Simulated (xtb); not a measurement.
Input for xtb: GFN1-xTB on CH9AlN2 (a complex), monomers drawn apart or pushed together.

```
$ xtb mol.xyz --gfn 1 --sp --chrg 0 --uhf 0
13

C     -0.50060950    -0.40744734     1.56201586
N     -0.35294685     0.28769917     0.29149530
Al     0.81695944    -0.00879326    -1.00557997
H     -0.35640435     0.25774005     2.41985788
H      0.24624773    -1.20005822     1.63602003
H     -1.48544535    -0.87618195     1.66539196
H     -1.03470934     1.02621013     0.18673627
H      0.73648686     0.91151431    -2.28393564
H      1.86112229    -1.17196098    -0.79044003
N     -0.13447722     0.20539316     6.64920830
H      0.37958279    -0.51250136     6.15157272
H     -1.10019084     0.14835592     6.34688243
H      0.22602124     1.10168627     6.34234321
```

It printed:

```
[...]
           -------------------------------------------------
          |                Calculation Setup                |
           -------------------------------------------------



molecular fragmentation (1/2 indicates fragments):
1111111112222
# atoms in fragment 1/2:     9     4
 fragment masses (1/2) :       59.05       17.03
CMA distance (Bohr)    :  12.511
constraining FC (au)   :  0.0500

           -------------------------------------------------
          |                 G F N 1 - x T B                 |
           -------------------------------------------------

        Reference                      10.1021/acs.jctc.7b00118
      * Hamiltonian:
        H0-scaling (s, p, d)           1.850000    2.250000    2.000000
        zeta-weighting                 0.000000
      * Dispersion:
        s8                             2.400000
        a1                             0.630000
        a2                             5.000000
        s9                             0.000000
      * Repulsion:
        kExp                           1.500000
        rExp                           1.000000
      * Coulomb:
        alpha                          2.000000
        third order                    atomic
        anisotropic                    false
      * Halogen bond correction:
        rad-scale                      1.300000
        damping                        0.440000


          ...................................................
          :                      SETUP                      :
          :.................................................:
          :  # basis functions                  40          :
          :  # atomic orbitals                  39          :
          :  # shells                           27          :
          :  # electrons                        26          :
          :  # halogen bonds                     0          :
          :  max. iterations                   250          :
          :  Hamiltonian                  GFN1-xTB          :
          :  restarted?                      false          :
          :  GBSA solvation                  false          :
          :  PC potential                    false          :
          :  electronic temp.          300.0000000     K    :
          :  accuracy                    1.0000000          :
          :  -> integral cutoff          0.2500000E+02      :
          :  -> integral neglect         0.1000000E-07      :
          :  -> SCF convergence          0.1000000E-05 Eh   :
          :  -> wf. convergence          0.2000000E-04 e    :
          :  Broyden damping             0.4000000          :
          :  net charge                          0          :
          :  unpaired electrons                  0          :
          ...................................................

 iter      E             dE          RMSdq      gap      omega  full diag
   1    -14.7726202 -0.147726E+02  0.608E+00    3.84       0.0  T
   2    -14.7974985 -0.248783E-01  0.368E+00    4.65       1.0  T
   3    -14.7979171 -0.418676E-03  0.589E-01    4.52       1.0  T
   4    -14.7989901 -0.107300E-02  0.123E-01    4.66       1.0  T
   5    -14.7990336 -0.434825E-04  0.205E-02    4.62       1.3  T
   6    -14.7990352 -0.156602E-05  0.319E-03    4.61       8.7  T
   7    -14.7990353 -0.685076E-07  0.504E-04    4.62      55.1  T
   8    -14.7990353 -0.127386E-08  0.108E-04    4.62     256.0  T
   9    -14.7990353 -0.173142E-10  0.224E-05    4.62    1238.8  T

   *** convergence criteria satisfied after 9 iterations ***

         #    Occupation            Energy/Eh            Energy/eV
      -------------------------------------------------------------
         1        2.0000           -0.7382127             -20.0878
       ...           ...                  ...                  ...
         7        2.0000           -0.5236971             -14.2505
         8        2.0000           -0.5186352             -14.1128
         9        2.0000           -0.4955122             -13.4836
        10        2.0000           -0.4463977             -12.1471
        11        2.0000           -0.4402133             -11.9788
        12        2.0000           -0.4141566             -11.2698
        13        2.0000           -0.3743350             -10.1862 (HOMO)
        14                         -0.2047197              -5.5707 (LUMO)
        15                         -0.1402997              -3.8177
        16                         -0.1301589              -3.5418
        17                         -0.1143763              -3.1123
        18                         -0.1017838              -2.7697
       ...                                ...                  ...
        39                          1.1033165              30.0228
      -------------------------------------------------------------
                  HL-Gap            0.1696153 Eh            4.6155 eV
             Fermi-level           -0.2895274 Eh           -7.8784 eV

 SCC (total)                   0 d,  0 h,  0 min,  0.028 sec
 SCC setup                      ...        0 min,  0.000 sec (  1.517%)
 Dispersion                     ...        0 min,  0.000 sec (  0.221%)
 classical contributions        ...        0 min,  0.000 sec (  0.653%)
 integral evaluation            ...        0 min,  0.004 sec ( 13.931%)
 iterations                     ...        0 min,  0.008 sec ( 30.339%)
 molecular gradient             ...        0 min,  0.015 sec ( 52.450%)
 printout                       ...        0 min,  0.000 sec (  0.828%)

         :::::::::::::::::::::::::::::::::::::::::::::::::::::
         ::                     SUMMARY                     ::
         :::::::::::::::::::::::::::::::::::::::::::::::::::::
         :: total energy             -14.651781115617 Eh    ::
         :: gradient norm              0.028725495209 Eh/a0 ::
         :: HOMO-LUMO gap              4.615466105098 eV    ::
         ::.................................................::
         :: SCC energy               -14.799035262957 Eh    ::
         :: -> electrostatic           0.047380625443 Eh    ::
         :: repulsion energy           0.149823618559 Eh    ::
         :: dispersion energy         -0.002569471218 Eh    ::
         :: halogen bond corr.         0.000000000000 Eh    ::
         :: add. restraining           0.000000000000 Eh    ::
         :: total charge              -0.000000000000 e     ::
         :::::::::::::::::::::::::::::::::::::::::::::::::::::

           -------------------------------------------------
          |                Property Printout                |
           -------------------------------------------------

    * Orbital Energies and Occupations

         #    Occupation            Energy/Eh            Energy/eV
      -------------------------------------------------------------
         1        2.0000           -0.7382127             -20.0878
         2        2.0000           -0.7255507             -19.7432
         3        2.0000           -0.6168176             -16.7845
         4        2.0000           -0.5430962             -14.7784
         5        2.0000           -0.5316517             -14.4670
         6        2.0000           -0.5315653             -14.4646
         7        2.0000           -0.5236971             -14.2505
         8        2.0000           -0.5186352             -14.1128
         9        2.0000           -0.4955122             -13.4836
        10        2.0000           -0.4463977             -12.1471
        11        2.0000           -0.4402133             -11.9788
        12        2.0000           -0.4141566             -11.2698
        13        2.0000           -0.3743350             -10.1862 (HOMO)
Note: The following floating-point exceptions are signalling: IEEE_DENORMAL
normal termination of xtb
        14                         -0.2047197              -5.5707 (LUMO)
        15                         -0.1402997              -3.8177
        16                         -0.1301589              -3.5418
        17                         -0.1143763              -3.1123
        18                         -0.1017838              -2.7697
        19                         -0.0848487              -2.3088
        20                         -0.0828853              -2.2554
        21                         -0.0624369              -1.6990
        22                         -0.0496735              -1.3517
        23                         -0.0446111              -1.2139
        24                         -0.0444006              -1.2082
       ...                                ...                  ...
        39                          1.1033165              30.0228
      -------------------------------------------------------------
                  HL-Gap            0.1696153 Eh            4.6155 eV
             Fermi-level           -0.2895274 Eh           -7.8784 eV

  Mulliken/CM5 charges         n(s)   n(p)   n(d)
     1C     0.08342 -0.00398   0.969  2.948  0.000
     2N    -0.51320 -0.84593   1.439  4.074  0.000
     3Al    0.42524  0.31397   1.231  1.138  0.205
     4H     0.00882  0.06806   0.991  0.000  0.000
     5H     0.02568  0.08837   0.974  0.000  0.000
     6H     0.01060  0.06976   0.989  0.000  0.000
     7H     0.20219  0.39888   0.798  0.000  0.000
     8H    -0.12113 -0.04430   1.121  0.000  0.000
     9H    -0.12192 -0.04508   1.122  0.000  0.000
    10N    -0.56794 -1.11386   1.451  4.117  0.000
    11H     0.18934  0.37131   0.811  0.000  0.000
    12H     0.18923  0.37119   0.811  0.000  0.000
    13H     0.18969  0.37161   0.810  0.000  0.000

Wiberg/Mayer (AO) data.
largest (>0.10) Wiberg bond orders for each atom

 ---------------------------------------------------------------------------
     #   Z sym  total        # sym  WBO       # sym  WBO       # sym  WBO
 ---------------------------------------------------------------------------
     1   6 C    3.985 --     4 H    0.980     6 H    0.980     2 N    0.976
                             5 H    0.966
     2   7 N    3.095 --     3 Al   1.101     1 C    0.976     7 H    0.911
     3  13 Al   2.964 --     2 N    1.101     8 H    0.865     9 H    0.864
     4   1 H    1.013 --     1 C    0.980
     5   1 H    1.005 --     1 C    0.966
     6   1 H    1.012 --     1 C    0.980
     7   1 H    0.961 --     2 N    0.911
     8   1 H    0.986 --     3 Al   0.865
     9   1 H    0.985 --     3 Al   0.864
    10   7 N    2.899 --    12 H    0.966    11 H    0.966    13 H    0.966
    11   1 H    0.969 --    10 N    0.966
    12   1 H    0.969 --    10 N    0.966
    13   1 H    0.968 --    10 N    0.966
 ---------------------------------------------------------------------------

Topologies differ in total number of bonds
Writing topology from bond orders to xtbtopo.mol

 dipole moment from electron density (au)
     X       Y       Z
  -0.4124   0.2733  -0.6005  total (Debye):    1.978


           -------------------------------------------------
          | TOTAL ENERGY              -14.651781115617 Eh   |
          | GRADIENT NORM               0.028725495209 Eh/α |
          | HOMO-LUMO GAP               4.615466105098 eV   |
           -------------------------------------------------

------------------------------------------------------------------------
------------------------------------------------------------------------
 total:
 SCF:
```

The run finished.

Cost: very roughly 0.04 core-seconds.
